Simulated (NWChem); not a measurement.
# Lowest excitation of HAlF$_{2}$O

```xyz
5

Al    -0.0116    -0.0073     0.0000
F      0.9028    -1.3857     0.0000
F     -1.6549    -0.1603     0.0000
O      0.6646     1.5333     0.0000
H      1.6025     1.7424     0.0000
```
Charge 0, spin multiplicity 1.

Program: NWChem. All single points use one geometry, from B3LYP/def2-SVP, a minimum by its harmonic frequencies. It is one conformer; others weren't searched.

Basis set: 6-31+G*.

```json
[
 {"method": "TD-PBE", "lowest vertical singlet excitation energy (eV)": "6.15", "relative cost": "1", "difference from EOM-CCSD": "-1.42"},
 {"method": "TDA-PBE0", "lowest vertical singlet excitation energy (eV)": "7.03", "relative cost": "under 3", "difference from EOM-CCSD": "-0.54"},
 {"method": "CIS", "lowest vertical singlet excitation energy (eV)": "8.89", "relative cost": "under 3", "difference from EOM-CCSD": "+1.32"},
 {"method": "TD-B3LYP", "lowest vertical singlet excitation energy (eV)": "6.76", "relative cost": "under 3", "difference from EOM-CCSD": "-0.81"},
 {"method": "EOM-CCSD", "lowest vertical singlet excitation energy (eV)": "7.57", "relative cost": "under 3", "difference from EOM-CCSD": "0.00"}
]
```

The values span 2.75 eV, from TD-PBE (lowest) to CIS (highest). Relative cost: rough, from shared machines, SCF included, TD-PBE = 1.

The correlated methods keep 8 core orbitals frozen. B3LYP has NWChem's definition, with VWN1-RPA local correlation. The Pople sets run with spherical d functions. The structure started from a generated list of species. No row is a measurement; the coupled-cluster row has its own basis-set and correlation limits.
